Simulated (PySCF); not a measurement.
Exercise with solution: oscillator strength and radiative lifetime

CH₄AlFS, SMILES C[S][AlH][F].

Coordinates come from a B3LYP-D3(BJ)/def2-SVP optimisation. One conformer was computed; it need not be the lowest.

TDDFT-LC-ωPBE/def2-SVPD (PySCF) puts the first singlet state with f over 0.02 at 6.27 eV (vertical), with the transition dipole (0.299, 0.577, 0.000) in atomic units.

Problem. Find the oscillator strength, the wavelength and the radiative lifetime that this transition would have in vacuum if emission retraced absorption.

Solution. 
|μ|² = 0.4223 au, so |μ| = 1.65 D. ΔE = 6.27/27.211 = 0.2304 hartree. f = (2/3) ΔE |μ|² = 0.065 (the program prints 0.065).
λ = 1239.84/6.27 = 198 nm; ν = 50571 cm⁻¹.
Einstein's coefficient A = 0.6670 ν² f s⁻¹ (ν in cm⁻¹) = 1.1e8 s⁻¹, so τ = 1/A = 9.0 ns. This state is S2; the lower singlet has f = 0.001. The figure is the radiative limit of this one transition; relaxation, internal conversion, crossing to triplets and a medium change what is measured.
